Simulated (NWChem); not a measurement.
System: AlH2SOCl; SMILES [Cl][Al]([OH])[SH]

The following NWChem deck was run.

```
start job
memory heap 200 mb stack 900 mb global 1100 mb
geometry units angstroms noautosym nocenter noautoz
  Al     0.409631    -0.059690     0.000000
  Cl    -0.463666     1.845541     0.000000
  O      2.086477    -0.280864     0.000000
  H      2.757941     0.403052     0.000000
  S     -0.852638    -1.818510     0.000000
  H      0.221820    -2.641071     0.000000
end
basis spherical
  Al library def2-svp
  Cl library def2-svp
  O library def2-svp
  H library def2-svp
  S library def2-svp
end
dft
  xc b3lyp
  iterations 150
  mulliken
end
task dft energy
esp
  recalculate
  probe 0.07
  range 0.3
  factor 1.0
  spacing 0.02
end
task esp
```

Parts of the log:

```
             Northwest Computational Chemistry Package (NWChem) 7.3.0
             --------------------------------------------------------

                             Geometry "geometry" -> ""
                             -------------------------

 Output coordinates in angstroms (scale by  1.889725989 to convert to a.u.)

  No.       Tag          Charge          X              Y              Z
 ---- ---------------- ---------- -------------- -------------- --------------
    1 Al                  13.0000     0.40963100    -0.05969000     0.00000000
    2 Cl                  17.0000    -0.46366600     1.84554100     0.00000000
    3 O                    8.0000     2.08647700    -0.28086400     0.00000000
    4 H                    1.0000     2.75794100     0.40305200     0.00000000
    5 S                   16.0000    -0.85263800    -1.81851000     0.00000000
    6 H                    1.0000     0.22182000    -2.64107100     0.00000000

 Effective nuclear repulsion energy (a.u.)     244.6149562979

                                 NWChem DFT Module
                                 -----------------

 Summary of "ao basis" -> "ao basis" (spherical)
 ------------------------------------------------------------------------------
       Tag                 Description            Shells   Functions and Types
 ---------------- ------------------------------  ------  ---------------------
 Al                         def2-svp                 8       18   4s3p1d
 Cl                         def2-svp                 8       18   4s3p1d
 O                          def2-svp                 6       14   3s2p1d
 H                          def2-svp                 3        5   2s1p
 S                          def2-svp                 8       18   4s3p1d

            General Information
            -------------------
          SCF calculation type: DFT
          Wavefunction type:  closed shell.
          No. of atoms     :     6
          No. of electrons :    56
           Alpha electrons :    28
            Beta electrons :    28
          Charge           :     0
          Spin multiplicity:     1
          Use of symmetry is: off; symmetry adaption is: off
          Maximum number of iterations: 150
          AO basis - number of functions:    78
                     number of shells:    36
          Convergence on energy requested:  1.00D-06
          Convergence on density requested:  1.00D-05
          Convergence on gradient requested:  5.00D-04

              XC Information
              --------------
                         B3LYP Method XC Potential
                     Hartree-Fock (Exact) Exchange  0.200
                        Slater Exchange Functional  0.800 local
                    Becke 1988 Exchange Functional  0.720 non-local
              Lee-Yang-Parr Correlation Functional  0.810
                  VWN I RPA Correlation Functional  0.190 local

             Grid Information
             ----------------
          Grid used for XC integration:  medium
          Radial quadrature: Mura-Knowles
          Angular quadrature: Lebedev.
          Tag              B.-S. Rad. Rad. Pts. Rad. Cut. Ang. Pts.
          ---              ---------- --------- --------- ---------
          Al                  1.25       88           8.0       590
          Cl                  1.00       88          11.0       590
          O                   0.60       49           9.0       434
          H                   0.35       45          11.0       434
          S                   1.00       88          11.0       590
          Grid pruning is: on
          Number of quadrature shells:   403
          Spatial weights used:  Erf1

      Superposition of Atomic Density Guess
      -------------------------------------

 Sum of atomic energies:       -1174.15196675

      Non-variational initial energy
      ------------------------------

 Total energy =   -1174.958506
 1-e energy   =   -2112.149266
 2-e energy   =     692.575803
 HOMO         =      -0.337429
 LUMO         =      -0.014095

     ---------------------------------------------
      Total Density - Mulliken Population Analysis
     ---------------------------------------------

    Atom       Charge   Shell Charges
 -----------   ------   -------------------------------------------------------
    1 Al  13    11.72   2.00  1.99  0.69  0.06  5.93  0.53  0.30  0.22
    2 Cl  17    17.46   2.00  1.99  1.23  0.71  5.94  2.18  3.40  0.01
    3 O    8     8.89   1.99  1.11  0.64  3.15  2.00  0.00
    4 H    1     0.65   0.52  0.07  0.06
    5 S   16    16.50   2.00  1.99  1.20  0.63  5.94  1.81  2.89  0.02
    6 H    1     0.78   0.57  0.18  0.03

   convergence    iter        energy       DeltaE   RMS-Dens  Diis-err
 ---------------- ----- ----------------- --------- --------- ---------
 d= 0,ls=0.0,diis     1  -1176.9812217554 -1.42D+03  1.65D-02  7.55D-01
 d= 0,ls=0.0,diis     2  -1176.9078908995  7.33D-02  9.81D-03  1.54D+00
 d= 0,ls=0.0,diis     3  -1177.0605046137 -1.53D-01  2.29D-03  5.15D-02
 d= 0,ls=0.0,diis     4  -1177.0649076192 -4.40D-03  1.05D-03  6.77D-03
 d= 0,ls=0.0,diis     5  -1177.0659340719 -1.03D-03  1.68D-04  1.53D-04
  Resetting Diis
 d= 0,ls=0.0,diis     6  -1177.0659551569 -2.11D-05  3.48D-05  6.57D-06
 d= 0,ls=0.0,diis     7  -1177.0659562288 -1.07D-06  1.56D-05  4.17D-07
 d= 0,ls=0.0,diis     8  -1177.0659562276  1.17D-09  8.06D-06  4.25D-07

         Total DFT energy =    -1177.065956227647
      One electron energy =    -2115.356811363043
           Coulomb energy =      775.784416248332
    Exchange-Corr. energy =      -82.108517410829
 Nuclear repulsion energy =      244.614956297893

 Numeric. integr. density =       56.000003112403

                       DFT Final Molecular Orbital Analysis
                       ------------------------------------

 Vector   26  Occ=2.000000D+00  E=-3.258623D-01
              MO Center=  5.0D-01,  1.0D+00, -1.7D-09, r^2= 3.4D+00
   Bfn.  Coefficient  Atom+Function         Bfn.  Coefficient  Atom+Function
  ----- ------------  ---------------      ----- ------------  ---------------
    31      0.513192  2 Cl pz                42     -0.384874  3 O  pz
    28      0.371407  2 Cl pz                45     -0.297809  3 O  pz
    25      0.217598  2 Cl pz                17      0.059815  1 Al d  1
    15      0.041614  1 Al d -1

 Vector   27  Occ=2.000000D+00  E=-3.201132D-01
              MO Center= -2.5D-01,  7.7D-01,  1.7D-09, r^2= 4.1D+00
   Bfn.  Coefficient  Atom+Function         Bfn.  Coefficient  Atom+Function
  ----- ------------  ---------------      ----- ------------  ---------------
    29      0.458947  2 Cl px                26      0.344342  2 Cl px
    30      0.246622  2 Cl py                23      0.200081  2 Cl px
    67      0.195611  5 S  py                27      0.190998  2 Cl py
    66      0.170192  5 S  px                64      0.155419  5 S  py
    41     -0.146792  3 O  py                40      0.145118  3 O  px

 Vector   28  Occ=2.000000D+00  E=-2.729604D-01
              MO Center= -6.9D-01, -1.6D+00, -2.2D-08, r^2= 2.0D+00
   Bfn.  Coefficient  Atom+Function         Bfn.  Coefficient  Atom+Function
  ----- ------------  ---------------      ----- ------------  ---------------
    68      0.617664  5 S  pz                65      0.431267  5 S  pz
    62      0.247277  5 S  pz                42     -0.111305  3 O  pz
    31     -0.106373  2 Cl pz                45     -0.093436  3 O  pz
    13      0.082251  1 Al pz                28     -0.069831  2 Cl pz
    10      0.067051  1 Al pz                15     -0.049485  1 Al d -1

 Vector   29  Occ=0.000000D+00  E=-2.791998D-02
              MO Center=  5.3D-01, -4.9D-02, -1.1D-07, r^2= 5.0D+00
   Bfn.  Coefficient  Atom+Function         Bfn.  Coefficient  Atom+Function
  ----- ------------  ---------------      ----- ------------  ---------------
     4      1.177266  1 Al s                 39     -0.396570  3 O  s
    59     -0.361850  5 S  s                 22     -0.323651  2 Cl s
    30      0.281142  2 Cl py                67     -0.260088  5 S  py
    66     -0.255049  5 S  px                 2      0.218095  1 Al s
    58     -0.199093  5 S  s                  3      0.189751  1 Al s

 Vector   30  Occ=0.000000D+00  E=-7.696564D-03
              MO Center=  3.1D-01, -8.8D-02,  1.1D-07, r^2= 4.1D+00
   Bfn.  Coefficient  Atom+Function         Bfn.  Coefficient  Atom+Function
  ----- ------------  ---------------      ----- ------------  ---------------
    13      0.799055  1 Al pz                10      0.378991  1 Al pz
    68     -0.326265  5 S  pz                31     -0.275060  2 Cl pz
    45     -0.217428  3 O  pz                42     -0.208977  3 O  pz
     7     -0.187335  1 Al pz                65     -0.160581  5 S  pz
    28     -0.147993  2 Cl pz                62     -0.089683  5 S  pz

 Vector   31  Occ=0.000000D+00  E= 2.283973D-02
              MO Center= -7.1D-02, -1.8D+00, -6.2D-10, r^2= 4.2D+00
   Bfn.  Coefficient  Atom+Function         Bfn.  Coefficient  Atom+Function
  ----- ------------  ---------------      ----- ------------  ---------------
    75      1.134321  6 H  s                 59     -0.804258  5 S  s
    11     -0.517296  1 Al px                66     -0.518980  5 S  px
    67      0.502004  5 S  py                 3     -0.355958  1 Al s
    74      0.334703  6 H  s                 39      0.290393  3 O  s
     4      0.197078  1 Al s                 64      0.170682  5 S  py

     ---------------------------------------------
      Total Density - Mulliken Population Analysis
     ---------------------------------------------

    Atom       Charge   Shell Charges
 -----------   ------   -------------------------------------------------------
    1 Al  13    12.30   2.00  1.98  0.78 -0.03  5.92  0.83  0.47  0.33
    2 Cl  17    17.28   2.00  1.98  1.27  0.68  5.93  2.16  3.24  0.01
    3 O    8     8.45   1.99  1.06  0.64  2.90  1.85  0.01
    4 H    1     0.80   0.67  0.06  0.07
    5 S   16    16.26   2.00  1.98  1.26  0.60  5.93  1.83  2.63  0.04
    6 H    1     0.91   0.71  0.17  0.03

     -------------------------------------------
      Total Density - Lowdin Population Analysis
     -------------------------------------------

    Atom       Charge   Shell Charges
 -----------   ------   -------------------------------------------------------
    1 Al  13    12.82   2.00  1.93  0.56  0.22  5.81  0.97  0.77  0.56
    2 Cl  17    17.05   2.00  1.96  1.04  0.78  5.82  2.27  3.18  0.01
    3 O    8     8.22   1.97  0.86  0.59  2.73  2.06  0.01
    4 H    1     0.91   0.55  0.17  0.19
    5 S   16    16.00   2.00  1.95  0.98  0.67  5.81  1.90  2.64  0.05
    6 H    1     0.99   0.61  0.30  0.08

     Multipole analysis of the density
     ---------------------------------

     L   x y z        total         alpha         beta         nuclear
     -   - - -        -----         -----         ----         -------
     0   0 0 0     -0.000000    -28.000000    -28.000000     56.000000

     1   1 0 0      0.756790     -2.902405     -2.902405      6.561601
     1   0 1 0      0.032987      2.834892      2.834892     -5.636796
     1   0 0 1      0.000000      0.000000      0.000000      0.000000

     2   2 0 0    -31.562231   -122.824716   -122.824716    214.087201
     2   1 1 0      1.208760     -9.717965     -9.717965     20.644690
     2   1 0 1      0.000000      0.000000      0.000000      0.000000
     2   0 2 0    -33.278956   -228.455597   -228.455597    423.632239
     2   0 1 1      0.000000      0.000000      0.000000      0.000000
     2   0 0 2    -31.461966    -15.730983    -15.730983      0.000000

                     NWChem Electrostatic Potential Fit Module
                     -----------------------------------------

 Atom parameters

 Number of atoms is                                    6
 Number of basis functions is                         78

 Grid parameters

 Maximum number of grid points is                  31749
 Number of grid points is                          31748
 Grid range                                     0.300000 nm
 Grid spacing                                   0.020000 nm
 Probe radius                                   0.070000 nm
 Atom radius factor                             1.000000

 Atomic radii

    1    0.100000
    8    0.136000
   13    0.195000
   16    0.174000
   17    0.169000
 FASTESP  F
  using M.O. file = ./job.movecs

    Atom              Coordinates                           Charge

                                                  ESP

    1 Al    0.040963   -0.005969    0.000000    0.804303
    2 Cl   -0.046367    0.184554    0.000000   -0.279954
    3 O     0.208648   -0.028086    0.000000   -0.733472
    4 H     0.275794    0.040305    0.000000    0.402037
    5 S    -0.085264   -0.181851    0.000000   -0.391930
    6 H     0.022182   -0.264107    0.000000    0.199017
                                            ------------
                                                0.000000

 Dipole moment                                  0.786360

 Quadrupole moment Qxx                         -4.725529
                   Qyy                         -2.225884
                   Qzz                          6.951412

 RMS deviation kJ/mol                           0.075679

 RRMS %                                        29.663428
```

Level: B3LYP/def2-SVP. Geometry: optimised at PBE0/def2-SVP.
